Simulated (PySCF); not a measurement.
Computed shifts of a molecule C2H6F2Si, KT2/pcSseg-1 (PySCF), GIAO, gas phase, equivalent atoms averaged, in ppm (number of nuclei): ¹³C: -0.2 (2). ²⁹Si: 23.0 (1). ¹⁹F: -175.6 (2). ¹H: 0.52 (6). References: ¹³C against TMS (σ = 185.1 ppm); ²⁹Si against TMS (σ = 361.9 ppm); ¹⁹F against CFCl3 (σ = 127.1 ppm); ¹H against TMS (σ = 31.47 ppm), references at their B3LYP-D3(BJ)/def2-TZVP geometries, non-relativistic. Coordinates come from a ωB97X-D3(BJ)/def2-SVP optimisation. Other conformers were not sampled.

Problem. Identify the compound among the candidates.
(A) C[SiH2]C(F)F
(B) CC[SiH](F)F
(C) C[Si](C)(F)F
(D) CC(F)(F)[SiH3]

Solution. C, C[Si](C)(F)F
